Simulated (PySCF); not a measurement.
**Electron correlation in Ne (neon, neutral)**

[Ne], closed-shell 1S. Calculation: PySCF 2.14, in Sapporo-DZP-2012 (4s3p1d, 18 functions); scalar relativity by spin-free X2C-1e. Frozen: 1s2; 8 electrons correlated.

MP2 pair energies summed by pair of shells (mhartree):

```csv
pair,energy,share (%)
2p-2p,-153.53,75.6
2s-2p,-41.70,20.5
2s-2s,-7.74,3.8
```

Total MP2 correlation energy: -202.97 mhartree.

Same-spin part -57.68 and opposite-spin part -145.28 mhartree; SCS-MP2 scales them by 1/3 and 6/5 to -193.57 mhartree.

```csv
level,correlation energy (mhartree)
CCSD,-205.55
(T),-1.13
CCSD(T),-206.68
```

Diagnostics: T1 = 0.0028, D1 = 0.0044, largest double amplitude 0.042.

Cost of the coupled-cluster step: 0.04 s of wall time on 1 thread of Neoverse-V2 (shared host), for 8 correlated electrons.

Iterations:

```
CC2 = 0
CCSD nocc = 4, nmo = 17
frozen orbitals [0]
max_cycle = 100
direct = 0
conv_tol = 1e-08
conv_tol_normt = 1e-06
diis_space = 8
diis_start_cycle = 0
Init t2, MP2 energy = -128.811744010595  E_corr(MP2) -0.202965517526068
Init E_corr(CCSD) = -0.202965517528538
cycle = 1  E_corr(CCSD) = -0.203818407576742  dE = -0.000852890048  norm(t1,t2) = 0.0118357
cycle = 2  E_corr(CCSD) = -0.205267233163258  dE = -0.00144882559  norm(t1,t2) = 0.00288411
cycle = 3  E_corr(CCSD) = -0.205497611863267  dE = -0.0002303787  norm(t1,t2) = 0.000769989
cycle = 4  E_corr(CCSD) = -0.205552856514307  dE = -5.5244651e-05  norm(t1,t2) = 0.000139937
cycle = 5  E_corr(CCSD) = -0.205550760591143  dE = 2.09592316e-06  norm(t1,t2) = 1.31562e-05
cycle = 6  E_corr(CCSD) = -0.205550649350664  dE = 1.11240479e-07  norm(t1,t2) = 8.98168e-07
cycle = 7  E_corr(CCSD) = -0.205550692757895  dE = -4.34072312e-08  norm(t1,t2) = 8.90516e-08
cycle = 8  E_corr(CCSD) = -0.20555069111308  dE = 1.64481467e-09  norm(t1,t2) = 7.93518e-09
CCSD converged
E(CCSD) = -128.8143291841822  E_corr = -0.20555069111308
CCSD(T) correction = -0.00113434082923955
```
